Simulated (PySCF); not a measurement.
SMILES Cl[Si](Cl)([O][GeH3])Cl (H3Cl3GeOSi) (PBE0/def2-SVP optimised geometry):

```
9

Si     0.455    -1.957     0.000
Cl    -0.201    -2.952     1.673
Cl    -0.198    -2.959    -1.654
Cl     2.496    -1.957     0.000
O     -0.110    -0.442     0.000
Ge    -1.110     0.621     1.051
H     -1.157     1.957     0.303
H     -0.399     0.736     2.407
H     -2.496    -0.025     1.182
```

Method: PySCF 2.14.0 with PBE0/def2-TZVP.

### Question
What are the frontier orbital energies and the dipole moment?

### Answer
HOMO-2 -9.33 eV, HOMO-1 -9.17 eV, HOMO -9.10 eV, LUMO -0.52 eV, LUMO+1 0.24 eV; dipole moment 2.60 D.

Meta-Löwdin charges at PBE0/def2-TZVP: Si1 1.15, Cl2 -0.28, Cl3 -0.27, Cl4 -0.27, O5 -0.81, Ge6 0.64, H7 -0.05, H8 -0.06, H9 -0.06.
